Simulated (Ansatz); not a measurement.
Ansatz (a program for electronic structure) input (MP2/6-31G*):

Ansatz 0.2 input:
```yaml
crystal:
  periodic: [false, false, false]
  atoms:
    - {symbol: C, position_ang: [-0.82880747, -0.85321887, 0.09333913]}
    - {symbol: C, position_ang: [-0.92924405, 0.62460597, -0.23543664]}
    - {symbol: C, position_ang: [0.34001918, 0.13822213, 0.40950566]}
    - {symbol: N, position_ang: [1.51629915, 0.19488341, -0.33550768]}
    - {symbol: H, position_ang: [-0.64568999, -1.52977438, -0.73414714]}
    - {symbol: H, position_ang: [-1.46790648, -1.24046512, 0.88781194]}
    - {symbol: H, position_ang: [-1.63577576, 1.22445929, 0.33362985]}
    - {symbol: H, position_ang: [-0.82635303, 0.90803235, -1.27729542]}
    - {symbol: H, position_ang: [0.33128085, 0.35172249, 1.50536208]}
    - {symbol: H, position_ang: [2.13854425, -0.53581382, 0.02874361]}
basis:
  gaussian:
    orbitals: 6-31G*
total_charge: -1
magnetization: {spin_polarized: false}
correlation: {method: mp2, electrons: outside_noble_gas}
relax: {f_tol: 0.003, max_steps: 120}
```

Output:

```
Functional definition: HF
these checks for a lower state are left out or cut short: cluster_reference
integrals: 0.03 GiB planned
866 factors; integrals over basis functions are off by at most 4.0e-4 eV
mean field: 0.14 GiB planned
mean field evaluation 1: about -4661.3828 eV, gradient 3.2e1 eV
mean field evaluation 2: about -4661.3814 eV, gradient 3.2e1 eV
mean field evaluation 4: about -4664.0015 eV, gradient 3.9e0 eV
mean field evaluation 8: about -4664.0431 eV, gradient 5.2e-2 eV
mean field -4664.04306891 eV, -171.4004213806 hartree, gradient 2.9e-6 eV, S^2 0.000000; 0 other end points of the search recorded, 0 dependent functions left out
4 core orbitals not correlated
reference -4664.04306891 eV, -171.4004213806 hartree; 12, 12 occupied and 56, 56 virtual orbitals, 866 factors
densities: 0.12 GiB planned
second order -15.31000464 eV of doubles, -0.00000000 eV of singles
the calculation of the forces begins
relax step   1: F+E_penalty+E_count = -4679.35307355 eV  Δ(F+E_penalty+E_count) = +0.000e0 eV  max|allowed force component| = 4.159e-1 eV/Å  Δτ_max = 0.0000 Å  (40 SCF iters, accepted)
these checks for a lower state are left out or cut short: starts, cluster_reference, orbital_swaps, neighbouring_geometries, increment
integrals: 0.03 GiB planned
866 factors; integrals over basis functions are off by at most 4.0e-4 eV
mean field: 0.14 GiB planned
mean field evaluation 16: about -4664.0384 eV, gradient 2.4e-3 eV
mean field -4664.03638382 eV, -171.4001757080 hartree, gradient 2.5e-6 eV, S^2 0.000000; 0 other end points of the search recorded, 0 dependent functions left out
4 core orbitals not correlated
reference -4664.03638382 eV, -171.4001757080 hartree; 12, 12 occupied and 56, 56 virtual orbitals, 866 factors
densities: 0.12 GiB planned
second order -15.32410219 eV of doubles, -0.00000000 eV of singles
the calculation of the forces begins
relax step   2: F+E_penalty+E_count = -4679.36048601 eV  Δ(F+E_penalty+E_count) = -7.412e-3 eV  max|allowed force component| = 1.604e-1 eV/Å  Δτ_max = 0.0155 Å  (36 SCF iters, accepted)
these checks for a lower state are left out or cut short: starts, cluster_reference, orbital_swaps, neighbouring_geometries, increment
integrals: 0.03 GiB planned
866 factors; integrals over basis functions are off by at most 4.1e-4 eV
mean field: 0.14 GiB planned
mean field -4664.03172744 eV, -171.4000045891 hartree, gradient 2.6e-6 eV, S^2 0.000000; 0 other end points of the search recorded, 0 dependent functions left out
4 core orbitals not correlated
reference -4664.03172744 eV, -171.4000045891 hartree; 12, 12 occupied and 56, 56 virtual orbitals, 866 factors
densities: 0.12 GiB planned
second order -15.32986407 eV of doubles, -0.00000000 eV of singles
the calculation of the forces begins
mean field evaluation 32: about -4664.0317 eV, gradient 2.6e-6 eV
relax step   3: F+E_penalty+E_count = -4679.36159151 eV  Δ(F+E_penalty+E_count) = -1.105e-3 eV  max|allowed force component| = 3.996e-2 eV/Å  Δτ_max = 0.0117 Å  (36 SCF iters, accepted)
these checks for a lower state are left out or cut short: starts, cluster_reference, orbital_swaps, neighbouring_geometries, increment
integrals: 0.03 GiB planned
866 factors; integrals over basis functions are off by at most 4.1e-4 eV
mean field: 0.14 GiB planned
mean field -4664.03237963 eV, -171.4000285569 hartree, gradient 2.4e-6 eV, S^2 0.000000; 0 other end points of the search recorded, 0 dependent functions left out
4 core orbitals not correlated
reference -4664.03237963 eV, -171.4000285569 hartree; 12, 12 occupied and 56, 56 virtual orbitals, 866 factors
densities: 0.12 GiB planned
second order -15.32932938 eV of doubles, -0.00000000 eV of singles
the calculation of the forces begins
relax step   4: F+E_penalty+E_count = -4679.36170901 eV  Δ(F+E_penalty+E_count) = -1.175e-4 eV  max|allowed force component| = 2.534e-2 eV/Å  Δτ_max = 0.0037 Å  (37 SCF iters, accepted)
these checks for a lower state are left out or cut short: starts, cluster_reference, orbital_swaps, neighbouring_geometries, increment
integrals: 0.03 GiB planned
866 factors; integrals over basis functions are off by at most 4.0e-4 eV
mean field: 0.14 GiB planned
mean field -4664.03311290 eV, -171.4000555037 hartree, gradient 2.4e-6 eV, S^2 0.000000; 0 other end points of the search recorded, 0 dependent functions left out
4 core orbitals not correlated
reference -4664.03311290 eV, -171.4000555037 hartree; 12, 12 occupied and 56, 56 virtual orbitals, 866 factors
densities: 0.12 GiB planned
second order -15.32862705 eV of doubles, -0.00000000 eV of singles
the calculation of the forces begins
relax step   5: F+E_penalty+E_count = -4679.36173995 eV  Δ(F+E_penalty+E_count) = -3.094e-5 eV  max|allowed force component| = 8.236e-3 eV/Å  Δτ_max = 0.0025 Å  (38 SCF iters, accepted)
these checks for a lower state are left out or cut short: starts, cluster_reference, orbital_swaps, neighbouring_geometries, increment
integrals: 0.03 GiB planned
866 factors; integrals over basis functions are off by at most 4.0e-4 eV
mean field: 0.14 GiB planned
mean field -4664.03333431 eV, -171.4000636406 hartree, gradient 1.9e-6 eV, S^2 0.000000; 0 other end points of the search recorded, 0 dependent functions left out
4 core orbitals not correlated
reference -4664.03333431 eV, -171.4000636406 hartree; 12, 12 occupied and 56, 56 virtual orbitals, 866 factors
densities: 0.12 GiB planned
second order -15.32841391 eV of doubles, -0.00000000 eV of singles
the calculation of the forces begins
relax step   6: F+E_penalty+E_count = -4679.36174822 eV  Δ(F+E_penalty+E_count) = -8.277e-6 eV  max|allowed force component| = 2.139e-3 eV/Å  Δτ_max = 0.0021 Å  (29 SCF iters, accepted)
these checks for a lower state are left out or cut short: cluster_reference
integrals: 0.03 GiB planned
866 factors; integrals over basis functions are off by at most 4.0e-4 eV
mean field: 0.14 GiB planned
mean field evaluation 64: about -4663.9912 eV, gradient 3.9e0 eV
mean field -4664.03333431 eV, -171.4000636406 hartree, gradient 1.9e-6 eV, S^2 0.000000; 1 other end points of the search recorded, 0 dependent functions left out
4 core orbitals not correlated
reference -4664.03333431 eV, -171.4000636406 hartree; 12, 12 occupied and 56, 56 virtual orbitals, 866 factors
densities: 0.12 GiB planned
second order -15.32841391 eV of doubles, -0.00000000 eV of singles
the calculation of the forces begins
Total energy: -4679.36174822 eV, -171.9633724619 hartree
Atom 0 at    -0.822384    -0.850562     0.098996 Å, force    -0.000275     0.001470    -0.000580 eV/Å
Atom 1 at    -0.926628     0.623208    -0.232211 Å, force    -0.000663    -0.002019    -0.000352 eV/Å
Atom 2 at     0.345686     0.136984     0.409648 Å, force     0.002139     0.000373    -0.000968 eV/Å
Atom 3 at     1.514376     0.199920    -0.354029 Å, force    -0.000221    -0.000213     0.001184 eV/Å
Atom 4 at    -0.637302    -1.527148    -0.731572 Å, force    -0.000046    -0.000382    -0.000060 eV/Å
Atom 5 at    -1.475245    -1.240787     0.884382 Å, force    -0.000061     0.000218    -0.000206 eV/Å
Atom 6 at    -1.641918     1.221791     0.333290 Å, force    -0.000161    -0.000105     0.000110 eV/Å
Atom 7 at    -0.818603     0.908092    -1.275406 Å, force    -0.000001     0.000153     0.000479 eV/Å
Atom 8 at     0.328728     0.352288     1.511591 Å, force     0.000401     0.000416     0.000713 eV/Å
Atom 9 at     2.125658    -0.541131     0.031316 Å, force    -0.001112     0.000088    -0.000321 eV/Å
Dipole moment:    -0.804834    -0.221928     0.277463 e Å
Checks for a lower state left out: cluster_reference
```

The dipole moment of an ion depends on the origin.

The geometry given is a B3LYP-D3(BJ)/def2-TZVP minimum.
